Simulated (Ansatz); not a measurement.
Frontier orbitals of `FC(F)[O][GaH2]`.

| atom | x (Å) | y (Å) | z (Å) |
| --- | --- | --- | --- |
| F1 | 1.389 | 1.233 | 0.976 |
| C2 | 0.523 | 1.015 | -0.033 |
| F3 | 1.043 | -0.201 | -0.672 |
| O4 | -0.685 | 0.734 | 0.347 |
| Ga5 | -0.844 | -1.128 | 0.074 |
| H6 | 0.652 | 1.801 | -0.781 |
| H7 | -1.665 | -1.461 | -1.202 |
| H8 | -0.413 | -1.993 | 1.290 |

Charge 0, multiplicity 1. Correlated methods include outer-core shells of Ga, which these sets cover unevenly. Scalar relativity is left out up to krypton. All single points use the PBE0-D4/def2-TZVP geometry. It is one conformer, not always the lowest. Basis def2-TZVPP, Ansatz.

Orbital energies of one run (eV). Highest occupied ones, from the top: -7.62, -8.65, -8.81, -9.79, -10.46, -10.57, -11.23, -12.60, -13.64, -14.56, -14.72, -17.91, -21.40, -21.40. Empty: -1.88, -0.08, 0.26, 1.57, 1.72, 2.85.

(1) Which functional gave them?
A. r2SCAN0
B. ωB97M-V
C. B97M-V
D. HSE06 (plane-wave form)

Results:

(1) C. HOMO energies: B97M-V -7.62, r2SCAN0 -8.86, ωB97M-V -10.89, HSE06 -8.21 eV.
